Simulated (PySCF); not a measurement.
Static polarisabilities and like-pair C6 coefficients by linear response at wB97X-D/def2-SVPD (PySCF, frozen core in the response, non-relativistic, gas phase), PBE0-D3(BJ)/def2-SVP geometries, one conformer each; atomic units unless stated. Spin–orbit coupling is left out although an atom past zinc is present.

| label | species | α | C6 |
| --- | --- | --- | --- |
| P | `CS[Si@@H]([SiH3])[SiH2]Cl` | 135.0 | 6048 |
| Q | `Cc1ccccc1C` | 93.2 | 3340 |
| R | `C[C](=O)[GeH2][NH]C=O` | 80.5 | 2564 |
| S | `CCN1C=CN=C1` | 71.2 | 2151 |
| T | `CCc1ccccc1` | 92.8 | 3327 |
| U | `[GeH3][O][SiH2]N` | 68.2 | 1729 |

Q: Estimate the unlike-pair coefficients by the rule C6(AB) = 2·C6(AA)·C6(BB) / [C6(AA)·αB/αA + C6(BB)·αA/αB], and compare with the geometric mean, for PQ, PR, PS, QR, QT, RS, RT and SU.

A: 
```
pair  combination rule  geometric mean  ratio
  PQ              4482            4495  0.997
  PR              3923            3938  0.996
  PS              3580            3607  0.992
  QR              2926            2927  1.000
  QT              3334            3334  1.000
  RS              2347            2349  0.999
  RT              2921            2921  1.000
  SU              1924            1929  0.998
```

The rule is exact for one-pole polarisabilities and never exceeds the geometric mean; the two meet where both partners have the same effective excitation energy. These unlike-pair values are estimates, not computed integrals.
